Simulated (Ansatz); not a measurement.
Species: sum formula CuOH, charge 0, multiplicity 1. 
Structure (B3LYP-D3(BJ)/def2-TZVP (Ansatz, a program for electronic structure) minimum search):
SMILES: [Cu][OH]
```xyz
3

Cu    -0.3260    -0.1440    -0.2477
O      1.0565     0.3583     0.7818
H      1.0023     1.3102     0.9302
```
Charge 0, spin multiplicity 1.

CCSD(T) with Ansatz in growing basis sets, 18 correlated electrons. Correlated levels leave the core frozen unless marked. UHF or UKS for open shells. Spin-orbit coupling is left out. The frozen core is the preceding noble-gas configuration, with the filled d and f shells of earlier blocks. No relativistic terms. Costs are ratios of core time to the smallest set, on shared machines of one kind, and rough; they hold the program's checks for lower states.

```
basis        functions  cost over smallest  E(corr) (Eh)  electronic atomisation energy (kcal/mol)
-----------  ---------  ------------------  ------------  ----------------------------------------
def2-TZVPPD        124                  1×       -0.7260                                     176.5
def2-QZVPPD        199                  5×       -0.7728                                     179.1
```

Formally CCSD grows as o²v⁴ and (T) as o³v⁴; with o = 9 and v going from 105 to 180 both grow 9-fold in the last step, while integrals and the mean field grow more slowly. That step adds 46.8 mEh of correlation energy and 2.5 kcal/mol to the atomisation energy.
